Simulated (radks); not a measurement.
Coulomb parameter of the 3d shell of the iron ion Fe+ in the model configuration [Ar] 3d6 4s1, as a second difference U = [E(n + 0.5) + E(n - 0.5) - 2 E(n)] / (0.5)^2 with all orbitals relaxed. "Bare": the charge of the atom changes with n. "Screened": the 4s shell takes up the change at fixed total charge, which measures U(3d,3d) + U(4s,4s) - 2 U(3d,4s). Calculated with a radial shooting solver on a logarithmic mesh with Libxc functionals: scalar-relativistic Kohn-Sham, BLYP, spin-unpolarised, spherical densities, finite nucleus; Fermi nuclear charge, rms radius 3.7377 fm.

[
 {"case": "start", "configuration": "[Ar] 3d6 4s1", "E - E(n) (eV)": "0.000"},
 {"case": "bare +0.5", "configuration": "[Ar] 3d6.5 4s1", "E - E(n) (eV)": "-6.260"},
 {"case": "bare -0.5", "configuration": "[Ar] 3d5.5 4s1", "E - E(n) (eV)": "9.803"},
 {"case": "screened +0.5", "configuration": "[Ar] 3d6.5 4s0.5", "E - E(n) (eV)": "-1.342"},
 {"case": "screened -0.5", "configuration": "[Ar] 3d5.5 4s1.5", "E - E(n) (eV)": "2.199"}
]

U(bare) = 14.171 eV, U(screened by 4s) = 3.426 eV, against the Slater integral F0(3d,3d) = 22.909 eV with frozen orbitals.
